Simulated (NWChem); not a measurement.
Species: C5H8; SMILES C1=CC[C@@H]1C

```xyz
13

C      0.0425     1.7718    -0.2887
C      0.0218     0.4595     0.4722
C      1.0383    -0.5970     0.0911
C      0.1133    -1.5002    -0.2646
C     -1.0516    -0.5941     0.0461
H     -0.8411     2.3852    -0.0502
H      0.0525     1.5963    -1.3766
H      0.9367     2.3643    -0.0371
H     -0.0039     0.6560     1.5597
H      2.1326    -0.6042     0.1118
H      0.1677    -2.5277    -0.6364
H     -1.6644    -0.2898    -0.8196
H     -1.7288    -0.9304     0.8498
```
Atoms are numbered in this order, from 1.

All runs: NWChem. Pople sets run with spherical d functions. Geometry: optimised at PBE0/def2-SVP. No frequency run checked for a minimum. Level: M06-2X/6-31G* with SMD (1 M gas to 1 M solution), gas-phase geometry.

Task: What does the run give for solvent tetrahydrofuran? Quantities: solvation free energy (kcal/mol); cavity-dispersion-structure term (kcal/mol); dipole in solution (D).

Result: 
```yaml
solvation free energy (kcal/mol): -3.3
cavity-dispersion-structure term (kcal/mol): -1.8
dipole in solution (D): 0.20
```
